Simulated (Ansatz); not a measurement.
Geometry optimisation, RKS PBE0-D4/def2-SVP in Ansatz 0.2.0.

Input:

```yaml
crystal:
  periodic: [false, false, false]
  atoms:
    - { symbol: O, position_ang: [0.345, 0.5181, -1.281] }
    - { symbol: Cu, position_ang: [0.3246, -1.0645, -0.3544] }
    - { symbol: S, position_ang: [0.0755, -1.1993, 1.7098] }
    - { symbol: H, position_ang: [-0.6032, 0.4478, -1.1687] }
    - { symbol: H, position_ang: [0.5516, 1.2348, -0.6355] }
    - { symbol: H, position_ang: [0.80637, -2.39555, 1.70314] }
basis:
  gaussian: { orbitals: def2-SVP }
hamiltonian:
  xc: pbe0
  dispersion: d4
relax:
  f_tol: 0.015
  max_steps: 40
output:
  orbitals: {}
```

Run as:

```bash
$ ansatz run input.yaml --threads 1 --pin off --max-ram 2048MiB --backend cpu --events-out ev --progress --plain --runs-dir out
```

Problem. Where does it end, and by what steps?

Solution. The forces met the threshold. After 8 steps the energy has fallen by 0.998 eV; Cu2 moved furthest, 0.85 Å. Parted: Cu2–H4.

```csv
step,energy less start (eV),largest force component (eV/Å),accepted
0,0.0000,2.784,yes
1,-0.4837,1.212,yes
2,-0.7586,0.741,yes
3,-0.8689,0.578,yes
4,-0.9578,0.393,yes
5,-0.9962,0.183,yes
6,-0.9979,0.017,yes
7,-0.9979,0.025,yes
8,-0.9980,0.001,yes
```

```xyz
6
Properties=species:S:1:pos:R:3
O 0.249 0.527 -1.276
Cu 0.204 -0.595 0.341
S 0.101 -1.744 2.127
H -0.605 0.672 -1.704
H 0.642 1.401 -1.162
H 0.909 -2.719 1.648
```

The run took 32 s on 1 thread of Arm Neoverse V2, with other jobs on the host, peak memory 0.16 GiB.
